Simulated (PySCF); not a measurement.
Species: C2H9OSi2, charge 0, multiplicity 2. It need not be the lowest isomer of its formula. 
Structure (B3LYP-D3(BJ)/def2-TZVP (Ansatz) minimum search):
```xyz
14

C      2.7245     0.8325     0.2622
Si     1.5882    -0.5895     0.0418
O      0.0474    -0.0382     0.0129
Si    -1.5480    -0.3890    -0.1437
C     -2.5288     1.1905    -0.0437
H      3.8018     0.7139     0.3106
H      2.3723     1.8536     0.3542
H      1.7514    -1.5646     1.1519
H      1.8886    -1.3061    -1.2256
H     -1.7749    -1.0611    -1.4476
H     -1.9518    -1.3215     0.9383
H     -2.2399     1.8794    -0.8398
H     -2.3677     1.6889     0.9141
H     -3.5973     0.9849    -0.1439
```
Charge 0, spin multiplicity 2.

Dispersion corrections to the total energy (kcal/mol) from the dftd3 and dftd4 libraries through PySCF: D3(BJ) without and D4 with the three-body term, each with the damping fitted for the functional named.

```tsv
functional	D3(BJ)	D4
PBE0	-5.99	-5.73
CAM-B3LYP	-5.69	[?]
LC-wPBE	[?]	-7.50
TPSSh	-7.99	-8.23
B2GP-PLYP	-5.13	-2.90
B3LYP	-11.96	-10.79
PW6B95	[?]	-5.72
```

Some entries are withheld; supply them.


- CAM-B3LYP, D4: -5.84
- LC-wPBE, D3(BJ): -6.67
- PW6B95, D3(BJ): -3.83
